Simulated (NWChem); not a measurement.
Molecule: diselenium (Se₂, triplet); SMILES [Se]=[Se]

```xyz
2

Se     0.0000     0.0000     1.0839
Se     0.0000     0.0000    -1.0839
```
Atoms are numbered in this order, from 1.

Structure relaxed at the PBE0/def2-SVP, spin-unrestricted level. No stability test was run on the SCF state.

Question: List the 6 lowest vertical excitations from LRC-wPBEh/def2-SVPD, spin-unrestricted, TDA (NWChem).

Answer: 
```tsv
state	energy (eV)	oscillator strength	<S²>
state 1	2.50	0.000	2.01
state 2	2.50	0.000	2.01
state 3	2.58	0.000	2.01
state 4	4.03	0.002	2.02
state 5	4.03	0.002	2.02
state 6	4.08	0.160	2.01
```
